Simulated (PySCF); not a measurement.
Electron correlation in Al²⁺ (aluminium, charge +2)

[Ne] 3s1, 2S determinant. Calculation: PySCF 2.14, in aug-cc-pCVTZ-DK with one added diffuse shell each of s, p, d, f type (9s8p6d4f, 91 functions); the spin-free X2C one-electron Hamiltonian (Gaussian nucleus). Frozen: 1s2; 9 electrons correlated.

MP2 pair energies summed by pair of shells (mhartree):

```json
{"pair": "2p-2p", "energy": "-190.78", "share (%)": "69.4"}
{"pair": "2s-2p", "energy": "-61.82", "share (%)": "22.5"}
{"pair": "2p-3s", "energy": "-11.51", "share (%)": "4.2"}
{"pair": "2s-2s", "energy": "-9.75", "share (%)": "3.5"}
{"pair": "2s-3s", "energy": "-1.20", "share (%)": "0.4"}
```

Total MP2 correlation energy: -275.07 mhartree.

Same-spin part -73.21 and opposite-spin part -201.86 mhartree; SCS-MP2 scales them by 1/3 and 6/5 to -266.63 mhartree.
